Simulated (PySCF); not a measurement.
Working out the excitation energy of O²⁺

O²⁺ [He] 2s2 2p2 (3P) → O²⁺ [He] 2s1 2p2 3s1 (5P). Computed with PySCF 2.14 in aug-cc-pVDZ (4s3p2d, 23 functions), with the non-relativistic Hamiltonian (point nucleus). Frozen: 1s2. Energies in hartree (1 hartree = 27.21139 eV):

| part | O²⁺ (lower) | O²⁺ (upper) |
| --- | --- | --- |
| UHF | -73.083444 | -71.607259 |
| CCSD correlation | -0.079022 | -0.015033 |
| (T) | -0.000660 | -0.000049 |

**Question.** What does Hartree-Fock give?

**Answer.** (-71.607259) − (-73.083444) = 1.476185 hartree = 40.169 eV.

**Question.** What do CCSD and CCSD(T) give?

**Answer.** The CCSD correlation energies differ by 0.063989 hartree = 1.741 eV and the triples by 0.000611 hartree = 0.017 eV, so CCSD gives 41.910 eV and CCSD(T) 41.927 eV.

A double-zeta basis recovers only part of the correlation energy.
